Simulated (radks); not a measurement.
The mean radii <r> (bohr) of the occupied orbitals of an atom or ion are listed with their occupations. Calculated with a radial shooting solver on a logarithmic mesh with Libxc functionals: scalar-relativistic Kohn-Sham, PBEsol, spin-polarised, spherical densities, finite nucleus; Fermi nuclear charge, rms radius of each element as measured or else 0.836 A^(1/3) + 0.57 fm.

orbital  occ.      <r>
1s up       1  0.04703
1s down     1  0.04703
2s up       1   0.2102
2s down     1   0.2102
2p up       3   0.1838
2p down     3   0.1838
3s up       1   0.6248
3s down     1   0.6243
3p up       3   0.6473
3p down     3   0.6463
3d up       5   0.7277
3d down     5   0.7214
4s up       1    1.840

Name the element and its charge. Open shells, if any, are filled with parallel spins first.

Answer. Z = 32, germanium, charge +3: Ge3+ in [Ar] 3d10 4s1. The 1s radius gives Z: for a bare nucleus <r> = (2 gamma + 1)/(2Z) with gamma = sqrt(1 - (Z/c)^2), 0.04601 bohr for Z = 32, and screening makes it slightly larger (0.04703 here). The occupations add up to 29, and the charge is Z minus that.
